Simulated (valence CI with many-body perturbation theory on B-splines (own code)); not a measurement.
**Sensitivity of CI+MBPT for Ir XXXVII**

Computed by valence CI with perturbative core correlation (CI+MBPT): five valence electrons over a frozen Dirac-Fock core [Kr], radial functions for each j: 6 s, 6 p, 5 d, 5 f, 1 g, with the one-electron correlation potential Σ1 (screened to all orders), the two-electron term Σ2, the three-electron term Σ3, Breit, model QED; selected single and double excitations, second order for the rest, scaled by the run's own slope (own B-spline code, finite nucleus).

No measured spectrum was set against this ion. As an estimate, large intervals hold to a few tenths of a per cent, small ones and those within an open d or f shell to about a per cent. Only levels of the ground parity were solved; by the run's estimate the other parity begins above the list, which can be wrong where configurations are misplaced.

The reference run has the lowest level (4d3/2^4 4d5/2) J=5/2 and an ionisation energy of 1604.21 eV. Its largest variational space holds 10000 state functions.

Levels are named by their leading jj configuration (3d3/2^4 stands for four electrons in 3d with j = 3/2), which in mixed levels can hold well under half, so a name can repeat and another be missing. Letters in brackets count levels of one name in rising energy.

Changed runs:
A. selection threshold (hartree) 2e-08 → 1e-05
B. shift of the energy in Σ1 (hartree) 0 → 9.339
C. lowest core n in screening and Σ2 2 → 4; scale of Σ2 1 → 0.8
D. closed core [Kr] → [Kr] 4d1 (bad on purpose)

Excitation energies of the reference run in cm⁻¹, and shifts in cm⁻¹:

```
                      Level  Reference       A      B      C
(4d3/2^3 4d5/2^2) J=5/2 [a]     133928     -25  +1214   -347
(4d3/2^3 4d5/2^2) J=7/2 [a]     173507    -1.5  +1199   +376
(4d3/2^3 4d5/2^2) J=3/2 [a]     178008     -18  +1208   +9.4
   (4d3/2^3 4d5/2^2) J=11/2     181867    -2.1  +1202   +743
    (4d3/2^3 4d5/2^2) J=9/2     195400    +7.4  +1230   +809
(4d3/2^3 4d5/2^2) J=5/2 [b]     204899    +7.4  +1269   +599
    (4d3/2^3 4d5/2^2) J=1/2     213376     -77  +1316   +292
(4d3/2^3 4d5/2^2) J=7/2 [b]     220401     +16  +1225  +1024
(4d3/2^3 4d5/2^2) J=3/2 [b]     269971     -14  +1376   +216
(4d3/2^2 4d5/2^3) J=5/2 [a]     305966    +3.1  +2373   -494
(4d3/2^2 4d5/2^3) J=7/2 [a]     332242     -30  +2439   +200
   (4d3/2^2 4d5/2^3) J=11/2     337803     -27  +2435   +569
     Ionisation energy (eV)    1604.21  -0.016  +0.52  -0.80
```

Run D: It gave no result: the perturbation theory needs a core of closed shells. The program said: "the core must hold closed shells only".
